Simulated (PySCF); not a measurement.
Delta-SCF ions had no search for a lower state. Excitations are Tamm–Dancoff values on a coarser integration grid. The basis has no diffuse functions, so Rydberg states are missing or too high.

## [In(CH3)3(H2O)] (charge 0, multiplicity 1)

Computed with ωB97X-D3(BJ)/def2-TZVP // B3LYP-D3(BJ)/def2-SVP (PySCF).

```yaml
HOMO: -8.97 eV
dipole_moment: 2.96 D
LUMO: 1.37 eV
HOMO–LUMO gap: 10.34 eV
S1 excitation (TDA): 5.92 eV
S1 oscillator strength: 0.001
brightest of the four lowest singlets (TDA): 6.62 eV
T1 excitation (TDA): 5.68 eV
S1–T1 gap (TDA): 0.25 eV
vertical ionisation energy (Delta-SCF): 8.74 eV
charge on the central atom (Mulliken): 0.85 e
total_energy: -10518.40 eV
cost: very roughly 11 core-minutes
```

```xyz
16

In     0.2542     0.2919    -0.3389
C     -0.0990    -1.3682    -1.7470
H     -1.1759    -1.5728    -1.8663
H      0.4044    -2.2918    -1.4178
H      0.2963    -1.1118    -2.7434
C     -0.9113     2.1414    -0.4925
H     -1.9716     1.9149    -0.6844
H     -0.5387     2.7589    -1.3260
H     -0.8361     2.7328     0.4329
C      2.0839     0.2154     0.8893
H      1.9212     0.6697     1.8808
H      2.8939     0.7811     0.4007
H      2.4368    -0.8197     1.0254
O     -1.0340    -0.8732     1.4262
H     -0.4136    -1.0907     2.1379
H     -1.3097    -1.7278     1.0622
```
Charge 0, spin multiplicity 1.
